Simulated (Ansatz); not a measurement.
Isomers of C3H6BN, relaxed with PBE0-D4/def2-TZVP in Ansatz; electronic energies, one conformer each and not always the lowest. Functionals use def2-TZVPP; CBS adds triple-zeta CCSD(T) − MP2 to the MP2 limit of def2-TZVPP and def2-QZVPP.

Question: Order them by energy at frozen-core CCSD(T)/CBS, lowest first. (Best estimate.)
A. `BNC=C=C`
B. `CB1N=C1C`
C. `BC1C=CN1`
D. `BC1(C)C=N1`
E. `BCN=C=C`
F. `CNC1=CB1`
G. `C=C1CBN1`

Answer: G (0.0 kcal/mol), B (5.9 kcal/mol), A (17.5 kcal/mol), F (30.0 kcal/mol), E (49.0 kcal/mol), C (50.7 kcal/mol), D (56.4 kcal/mol).

Question: How do ωB97M-V, B3LYP-D4, B2PLYP, r2SCAN-D4 place them (kcal/mol, against `C=C1CBN1`)? (Estimate.)

Answer: The calculation gave: 
| isomer | ωB97M-V | B3LYP-D4 | B2PLYP | r2SCAN-D4 |
| --- | --- | --- | --- | --- |
| `CB1N=C1C` | 4.0 | 5.2 | 4.1 | 4.7 |
| `BNC=C=C` | 18.1 | 13.3 | 14.7 | 16.7 |
| `CNC1=CB1` | 27.9 | 27.2 | 27.6 | 26.7 |
| `BC1(C)C=N1` | 57.5 | 57.2 | 56.1 | 57.3 |
| `BCN=C=C` | 48.2 | 43.6 | 44.7 | 46.3 |
| `BC1C=CN1` | 50.5 | 52.1 | 51.1 | 49.0 |

B3LYP here is the variant with VWN-RPA as its local correlation; programs differ in this.
